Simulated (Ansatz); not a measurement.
`[SiH3][O][In]([O][SiH3])[O][SiH3]`, charge 0, multiplicity 1.

(1) Give a relaxed structure at PBE0-D4/def2-TZVP (the Gaussian-basis code of Ansatz). (Estimate.)

Results:

(1) Computed: 
Z-matrix (Å, degrees):
```
Si
O 1 1.636
H 1 1.488 2 110.9
H 1 1.485 2 108.7 3 120.0
H 1 1.492 2 111.0 3 -120.1
In 2 1.953 1 134.9 3 85.2
O 6 1.947 2 119.9 1 175.6
O 6 1.961 2 120.9 1 -4.4
Si 7 1.637 6 135.1 2 179.7
Si 8 1.635 6 135.6 2 -4.2
H 9 1.485 7 108.1 6 -180.0
H 9 1.490 7 111.1 6 -60.2
H 9 1.490 7 111.1 6 60.2
H 10 1.489 8 110.9 6 85.6
H 10 1.492 8 111.1 6 -34.5
H 10 1.486 8 108.8 6 -154.3
```
This is one stationary point; other conformers may exist.
